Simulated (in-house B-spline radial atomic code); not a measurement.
**RPA and G0W0 on PBE: Re2+**

Configuration [Xe] 4f14 5d5, highest spin, mean-field start PBE. Computed with an all-electron radial atomic-structure program (B-spline basis): all electrons, scalar-relativistic (spin-free one-electron X2C), finite nucleus, each spin shell either full or empty, empty states to l = 9 with an (l + 1/2)⁻⁴ tail; G0W0 by contour deformation at full frequency.

Without the two-electron picture change, the correlation of inner shells comes somewhat too large for so heavy an element.

Command:
```bash
python run_gw.py task.json out
```
Settings (radii: box in bohr, nucleus in fm):
```
Z                        75
electrons                73
configuration            [Xe] 4f14 5d5
hamiltonian              x2c
method                   pbe,pbe
lmax                     9
rms_radius               5.3698
spin_polarised           True
box_radius               17.55
intervals                68
```

Cost of the run: 14 s on 1 thread of Arm Neoverse N1, on a shared host.

Energies (hartree):

| term | value |
| --- | --- |
| mean-field total | -16692.83464 |
| Hartree-Fock functional on these orbitals | -16687.52862 |
| direct second order | -7.6936 |
| second-order exchange | 1.9232 |
| SOSEX correction | 1.7891 |

**Question.** What is the RPA correlation energy, and what remains with SOSEX?

**Answer.** RPA gives -6.6069 hartree (-2.46 eV per electron); RPA + SOSEX gives -4.8178, and the second-order doubles -5.7704 hartree (no singles). SOSEX takes back 27 % of the RPA value.

Quasi-particle levels (eV):

| level | occupied | mean field | Σx - vxc | Σc | QP weight | G0W0 |
| --- | --- | --- | --- | --- | --- | --- |
| 5d up | yes | -22.658 | -5.87 | ? | ? | ? |
| 6s up | no | -20.888 | 5.42 | -1.92 | 0.928 | -17.382 |

G0W0 = mean field + (Σx - vxc) + Σc, with Σc (partial-wave tail included) taken at the quasi-particle energy. Only the outer levels were computed. Levels of low weight are left out.

**Question.** Where does G0W0 put 5d up?

**Answer.** At -28.612 eV, with Σc = -0.08 eV and a quasi-particle weight of 0.880. The tabulated removal energy is 27 ± 1.6 eV (NIST, tabulated theory); the calculation leaves out spin-orbit coupling, Breit and QED terms, and what these don't explain is the method's own error.
